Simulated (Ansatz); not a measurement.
Ansatz results at the PBE0-D4/def2-TZVP geometry: LUMO energy (PBE/def2-TZVPP) -0.94 eV; LUMO energy (B3LYP/def2-TZVPP) -0.30 eV; HOMO energy (ωB97M-V/def2-TZVPP) -10.75 eV.

Each molecule was computed in one conformer, which needn't be the lowest.

(1) Which molecule gave them?
A. `Cl[SiH2]N[SiH2]Cl`
B. `BN(C(C)C)[SiH](C)C`
C. `C=CN([SiH3])c1ccccc1`
D. `B[N](C)[GeH3]`

## Answers

(1) A. The others give `C=CN([SiH3])c1ccccc1`: -1.36, -0.63, -8.08; `B[N](C)[GeH3]`: -0.88, -0.17, -10.10; `BN(C(C)C)[SiH](C)C`: -0.89, -0.16, -9.87.

B3LYP here is the variant with VWN-RPA as its local correlation; programs differ in this.
